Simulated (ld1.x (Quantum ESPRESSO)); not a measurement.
**Reading a pseudo-wave (nickel (Ni))**

Columns: radius, all-electron u(r) and pseudo u(r) of the 4s shell (level -13.51 eV) of nickel in the configuration [Ne] 3s2 3p6 3d8 4s1 4p0; LDA (PZ), scalar-relativistic, RRKJ scheme, ld1.x (Quantum ESPRESSO) 7.5.

```tsv
r (bohr)	all-electron	pseudo
0.090	-0.0683	-0.0147
0.180	-0.1864	-0.0299
0.270	-0.0483	-0.0460
0.360	0.1384	-0.0634
0.450	0.2663	-0.0826
0.540	0.3126	-0.1043
0.630	0.2907	-0.1288
0.720	0.2223	-0.1569
0.810	0.1274	-0.1890
0.900	0.0208	-0.2256
0.990	-0.0876	-0.2667
1.080	-0.1914	-0.3123
1.170	-0.2869	-0.3618
1.260	-0.3723	-0.4138
1.350	-0.4465	-0.4665
1.440	-0.5097	-0.5176
1.530	-0.5623	-0.5645
1.620	-0.6048	-0.6052
1.710	-0.6381	-0.6381
1.800	-0.6630	-0.6630
1.890	-0.6805	-0.6805
1.980	-0.6913	-0.6913
2.070	-0.6962	-0.6962
2.160	-0.6961	-0.6961
2.250	-0.6916	-0.6916
2.340	-0.6833	-0.6833
```

(1) How many radial nodes do the two functions have?

(2) At about which radius was the pseudo-wave matched?

(3) Is the pseudo-wave norm-conserving?

Results:

(1) The all-electron 4s function has n − l − 1 = 3 (the table is too coarse to show those close to the nucleus); the pseudo-wave has 0, since the states of the same l below it are removed with the core.

(2) 1.80 bohr. The columns agree to 0.0005 from 1.62 bohr on; several derivatives are matched, so the curves merge somewhat inside the radius.

(3) Yes: the RRKJ scheme keeps the norm inside the radius equal to the all-electron one, which fixes the energy derivative of the logarithmic derivative at the level.
